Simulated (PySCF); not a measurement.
## Calculated data, CH$_{5}$Al$_{2}$, CH$_{3}$Al, CH$_{4}$Al$_{2}$N, CH$_{5}$AlBO

All values are calculated (PySCF 2.14.0). Calculation on a computer-drawn molecule: the log of a Hartree-Fock and frozen-core CCSD(T) single point meant for a local Hartree-Fock minimum, with one planted fault or none, to be diagnosed. Offsets are logged minus clean, where the clean run is the same molecule without the fault. The reference is restricted for singlets and unrestricted otherwise, and also for a bond in bohr or an excited solution. Adding or removing an electron swaps singlet and doublet. The excited solution moves the top pair (singlet) or top alpha electron (doublet) to the lowest empty orbital. Highest occupied and lowest empty are orbital energies over both spins, largest force is the largest gradient component, triples share is (T) over the correlation energy, the T1 limit is 0.02 restricted and 0.045 unrestricted, electrons count all cores, a negative frequency is imaginary (commonest isotopes), and the dipole is about the centre of nuclear charge.

Common to all runs: meant basis cc-pV(D+d)Z; logged SCF converged yes; logged CC converged yes; logged SCF stable within its kind yes; possible faults no fault, one electron removed, one electron added, multiplicity raised by two, geometry at a saddle point, SCF held on an excited solution, minimal basis STO-3G, one bond length entered in bohr, all coordinates scaled.

(1) CH$_{5}$Al$_{2}$

Logged structure:
```xyz
8
CH5Al2
C     -0.8861    -2.4310     1.3138
Al    -0.8855    -0.5649     0.5365
Al    -2.5021     0.1984    -1.4511
H      0.1655    -2.8137     1.4121
H     -1.4670    -3.1765     0.7129
H     -1.3173    -2.4186     2.3515
H     -0.0223     0.5772     1.3169
H     -2.1828     0.2566    -3.0537
```

- meant charge: 0
- meant multiplicity: 2
- logged electrons: 37
- logged basis functions: 85
- logged spin squared: 0.7882
- logged highest occupied: -7.1785 eV
- logged lowest empty: 0.46619 eV
- logged largest force: 0.015993 hartree/bohr
- logged T1 diagnostic: 0.019216
- logged D1 diagnostic: 0.067278
- logged triples share: 0.026784
- logged dipole magnitude: 0.54962 debye
- logged energy HF: -524.57401 hartree
- logged energy CCSD(T): -524.89062 hartree
- planted fault: all coordinates scaled, by +2.4 %
- HF energy offset from clean run: 1.893 kcal/mol
- CCSD(T) energy offset from clean run: 0.9292 kcal/mol

Drawn bonds:
```
atom  other atom  order
   1           2      1
   2           3      1
   1           4      1
   1           5      1
   1           6      1
   2           7      1
   3           8      1
```

(2) CH$_{5}$Al$_{2}$

Logged structure:
```xyz
8
CH5Al2
C     -0.8653    -2.3740     1.2830
Al    -0.8648    -0.5517     0.5239
Al    -2.4435     0.1938    -1.4171
H      1.0753    -3.0803     1.4643
H     -1.4327    -3.1021     0.6962
H     -1.2865    -2.3619     2.2964
H     -0.0218     0.5637     1.2860
H     -2.1316     0.2506    -2.9821
```

* meant charge: 0
* meant multiplicity: 2
* logged electrons: 37
* logged basis functions: 85
* logged spin squared: 1.5087
* logged highest occupied: -7.3095 eV
* logged lowest empty: 0.35372 eV
* logged largest force: 0.021665 hartree/bohr
* logged T1 diagnostic: 0.066691
* logged D1 diagnostic: 0.25923
* logged triples share: 0.038317
* logged dipole magnitude: 1.1367 debye
* logged energy HF: -524.4553 hartree
* logged energy CCSD(T): -524.76502 hartree
* planted fault: one bond length entered in bohr, row 3 of the drawn bonds
* HF energy offset from clean run: 76.39 kcal/mol
* CCSD(T) energy offset from clean run: 79.74 kcal/mol

Drawn bonds:
```
atom  other atom  order
   1           2      1
   2           3      1
   1           4      1
   1           5      1
   1           6      1
   2           7      1
   3           8      1
```

Notes: T1 above single-reference limit.

(3) CH$_{3}$Al

Logged structure:
```xyz
5
CH3Al
C     -1.5392    -1.1305     2.1835
Al    -2.4005    -2.8741     2.6646
H     -2.0818    -0.2744     2.6104
H     -0.5041    -1.0701     2.5503
H     -1.5037    -0.9781     1.0949
```

- meant charge: 0
- meant multiplicity: 1
- logged electrons: 23
- logged basis functions: 52
- logged spin squared: 0.9167
- logged highest occupied: 0.45146 eV
- logged lowest empty: 6.535 eV
- logged largest force: 0.017537 hartree/bohr
- logged T1 diagnostic: 0.048734
- logged D1 diagnostic: 0.17788
- logged triples share: 0.027283
- logged dipole magnitude: 4.612 debye
- logged energy HF: -281.47323 hartree
- logged energy CCSD(T): -281.71618 hartree
- planted fault: one electron added
- HF energy offset from clean run: 20.33 kcal/mol
- CCSD(T) energy offset from clean run: 16.31 kcal/mol

Drawn bonds:
```
atom  other atom  order
   1           2      1
   1           3      1
   1           4      1
   1           5      1
```

Notes: T1 above single-reference limit; highest electron not bound in this basis.

(4) CH$_{4}$Al$_{2}$N

Logged structure:
```xyz
8
CH4Al2N
C     -0.3496    -0.3034     1.4622
Al    -0.5464     0.9070    -0.0237
N     -0.8687     2.8883    -2.4561
Al    -1.0383     3.9307    -3.7357
H      0.2703     0.1513     2.2383
H      0.1243    -1.2306     1.1320
H     -1.3277    -0.5401     1.8870
H     -1.1959     4.8995    -4.9251
```

- meant charge: 1
- meant multiplicity: 1
- logged electrons: 42
- logged basis functions: 94
- logged spin squared: 1.0507
- logged highest occupied: -12.248 eV
- logged lowest empty: -4.3102 eV
- logged largest force: 0.039549 hartree/bohr
- logged T1 diagnostic: 0.025493
- logged D1 diagnostic: 0.081461
- logged triples share: 0.032512
- logged dipole magnitude: 1.1969 debye
- logged energy HF: -578.12236 hartree
- logged energy CCSD(T): -578.54985 hartree
- planted fault: one bond length entered in bohr, row 2 of the drawn bonds
- HF energy offset from clean run: 102.4 kcal/mol
- CCSD(T) energy offset from clean run: 119.4 kcal/mol

Drawn bonds:
```
atom  other atom  order
   1           2      1
   2           3      2
   3           4      1
   1           5      1
   1           6      1
   1           7      1
   4           8      1
```

(5) CH$_{5}$AlBO

Logged structure:
```xyz
9
CH5AlBO
C     -1.5552    -0.7287     1.4169
Al    -0.7999     1.1055     1.4588
B     -0.5920     2.3013    -0.3616
O     -1.2780     3.4131    -0.7233
H     -1.4900    -1.2566     2.3721
H     -2.6133    -0.6975     1.1246
H     -1.0406    -1.3359     0.6608
H      0.2934     2.0064    -1.1336
H     -1.9606     3.6735    -0.1262
```

* meant charge: 0
* meant multiplicity: 2
* logged electrons: 37
* logged basis functions: 29
* logged spin squared: 0.7638
* logged highest occupied: -3.8364 eV
* logged lowest empty: 7.5972 eV
* logged largest force: 0.049402 hartree/bohr
* logged T1 diagnostic: 0.018664
* logged D1 diagnostic: 0.078824
* logged triples share: 0.022668
* logged dipole magnitude: 2.8169 debye
* logged energy HF: -377.51377 hartree
* logged energy CCSD(T): -377.71326 hartree
* planted fault: minimal basis STO-3G
* HF energy offset from clean run: 2971 kcal/mol
* CCSD(T) energy offset from clean run: 3172 kcal/mol

Drawn bonds:
```
atom  other atom  order
   1           2      1
   2           3      1
   3           4      1
   1           5      1
   1           6      1
   1           7      1
   3           8      1
   4           9      1
```
